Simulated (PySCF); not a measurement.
Correlation energy of Ge⁺ (germanium, charge +1)

[Ar] 3d10 4s1 4p2, high-spin 4P determinant (an excited configuration). Computed with PySCF 2.14 in aug-cc-pwCVDZ-PP with ECP10MDF (6s5p4d1f, 48 functions), with scalar relativity through the core potential. Frozen: 3s2 3p6 3d10; 3 electrons correlated.

```
  level  correlation energy (mhartree)
   CCSD                         -10.88
    (T)                          -0.03
CCSD(T)                         -10.91
  CCSDT                         -10.92
```

Diagnostics: T1 = 0.0022, D1 = 0.0046, largest double amplitude 0.038.

Cost of the coupled-cluster step: about 0.24 core-seconds, for 3 correlated electrons.
